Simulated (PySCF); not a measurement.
C₄H₆BFO. Atoms are numbered in the order given.

```xyz
13

C     -3.1704     0.7556     0.3896
C     -1.8306     0.2173     0.2207
C     -0.7059    -0.2339     0.0800
B      0.7121    -0.7473    -0.0971
F      0.9326    -2.0670    -0.1450
C      1.9837     0.1735    -0.2336
O      1.6665     1.5473    -0.1727
H     -3.1799     1.8533     0.2916
H     -3.8602     0.3362    -0.3614
H     -3.5691     0.4982     1.3850
H      2.6946    -0.1416     0.5649
H      2.4851    -0.1124    -1.1870
H      2.4831     2.0531    -0.2613
```
Charge 0, spin multiplicity 1.

Geometry optimised at B3LYP-D3(BJ)/def2-SVP. The structure was generated by enumeration, and PubChem lists no compound with its InChIKey, so it may never have been made. One conformer was computed; it need not be the lowest.

Computed with PySCF with B3LYP-D3(BJ)/def2-SVP.

Harmonic, unscaled wavenumbers; measured fundamentals usually lie a few per cent lower.

Computed normal modes with their intensities:
```json
[
 {"mode": "1", "ν (cm⁻¹)": "17", "IR (km/mol)": "0.2", "moving atoms (share of kinetic energy)": "H 98 %"},
 {"mode": "2", "ν (cm⁻¹)": "64", "IR (km/mol)": "16.2", "moving atoms (share of kinetic energy)": "H 40 %, C 29 %, O 23 %"},
 {"mode": "3", "ν (cm⁻¹)": "74", "IR (km/mol)": "3.7", "moving atoms (share of kinetic energy)": "C 37 %, O 32 %, H 16 %, F 12 %"},
 {"mode": "4", "ν (cm⁻¹)": "132", "IR (km/mol)": "2.4", "moving atoms (share of kinetic energy)": "C 71 %, H 13 %, F 12 %"},
 {"mode": "5", "ν (cm⁻¹)": "208", "IR (km/mol)": "0.7", "moving atoms (share of kinetic energy)": "C 49 %, O 24 %, F 13 %, H 12 %"},
 {"mode": "6", "ν (cm⁻¹)": "298", "IR (km/mol)": "85.0", "moving atoms (share of kinetic energy)": "H 86 %"},
 {"mode": "7", "ν (cm⁻¹)": "330", "IR (km/mol)": "9.5", "moving atoms (share of kinetic energy)": "C 55 %, F 27 %, H 15 %"},
 {"mode": "8", "ν (cm⁻¹)": "394", "IR (km/mol)": "25.9", "moving atoms (share of kinetic energy)": "C 57 %, H 26 %, B 15 %"},
 {"mode": "9", "ν (cm⁻¹)": "409", "IR (km/mol)": "2.3", "moving atoms (share of kinetic energy)": "C 40 %, O 29 %, F 21 %"},
 {"mode": "10", "ν (cm⁻¹)": "501", "IR (km/mol)": "30.6", "moving atoms (share of kinetic energy)": "H 35 %, C 33 %, B 27 %"},
 {"mode": "11", "ν (cm⁻¹)": "551", "IR (km/mol)": "3.6", "moving atoms (share of kinetic energy)": "C 50 %, F 32 %"},
 {"mode": "12", "ν (cm⁻¹)": "571", "IR (km/mol)": "8.5", "moving atoms (share of kinetic energy)": "C 64 %, H 20 %, F 9 %"},
 {"mode": "13", "ν (cm⁻¹)": "857", "IR (km/mol)": "11.1", "moving atoms (share of kinetic energy)": "B 35 %, H 35 %, C 27 %"},
 {"mode": "14", "ν (cm⁻¹)": "973", "IR (km/mol)": "67.2", "moving atoms (share of kinetic energy)": "C 57 %, B 23 %, H 17 %"},
 {"mode": "15", "ν (cm⁻¹)": "1029", "IR (km/mol)": "3.8", "moving atoms (share of kinetic energy)": "H 66 %, C 34 %"},
 {"mode": "16", "ν (cm⁻¹)": "1036", "IR (km/mol)": "1.5", "moving atoms (share of kinetic energy)": "H 68 %, C 32 %"},
 {"mode": "17", "ν (cm⁻¹)": "1111", "IR (km/mol)": "90.7", "moving atoms (share of kinetic energy)": "C 49 %, O 38 %, H 8 %"},
 {"mode": "18", "ν (cm⁻¹)": "1181", "IR (km/mol)": "123.2", "moving atoms (share of kinetic energy)": "H 82 %, B 10 %"},
 {"mode": "19", "ν (cm⁻¹)": "1229", "IR (km/mol)": "138.5", "moving atoms (share of kinetic energy)": "B 40 %, H 29 %, C 22 %"},
 {"mode": "20", "ν (cm⁻¹)": "1231", "IR (km/mol)": "1.5", "moving atoms (share of kinetic energy)": "H 91 %"},
 {"mode": "21", "ν (cm⁻¹)": "1343", "IR (km/mol)": "270.7", "moving atoms (share of kinetic energy)": "B 60 %, F 13 %, H 13 %, C 13 %"},
 {"mode": "22", "ν (cm⁻¹)": "1389", "IR (km/mol)": "16.1", "moving atoms (share of kinetic energy)": "H 73 %, C 26 %"},
 {"mode": "23", "ν (cm⁻¹)": "1415", "IR (km/mol)": "65.7", "moving atoms (share of kinetic energy)": "H 67 %, C 22 %, B 9 %"},
 {"mode": "24", "ν (cm⁻¹)": "1437", "IR (km/mol)": "11.1", "moving atoms (share of kinetic energy)": "H 97 %"},
 {"mode": "25", "ν (cm⁻¹)": "1443", "IR (km/mol)": "8.1", "moving atoms (share of kinetic energy)": "H 97 %"},
 {"mode": "26", "ν (cm⁻¹)": "1470", "IR (km/mol)": "2.2", "moving atoms (share of kinetic energy)": "H 72 %, C 20 %"},
 {"mode": "27", "ν (cm⁻¹)": "2309", "IR (km/mol)": "248.8", "moving atoms (share of kinetic energy)": "C 99 %"},
 {"mode": "28", "ν (cm⁻¹)": "2925", "IR (km/mol)": "49.9", "moving atoms (share of kinetic energy)": "H 95 %"},
 {"mode": "29", "ν (cm⁻¹)": "2948", "IR (km/mol)": "47.3", "moving atoms (share of kinetic energy)": "H 91 %, C 9 %"},
 {"mode": "30", "ν (cm⁻¹)": "3022", "IR (km/mol)": "11.8", "moving atoms (share of kinetic energy)": "H 97 %"},
 {"mode": "31", "ν (cm⁻¹)": "3101", "IR (km/mol)": "2.4", "moving atoms (share of kinetic energy)": "H 91 %, C 9 %"},
 {"mode": "32", "ν (cm⁻¹)": "3106", "IR (km/mol)": "3.7", "moving atoms (share of kinetic energy)": "H 90 %, C 10 %"},
 {"mode": "33", "ν (cm⁻¹)": "3825", "IR (km/mol)": "25.2", "moving atoms (share of kinetic energy)": "H 94 %"}
]
```
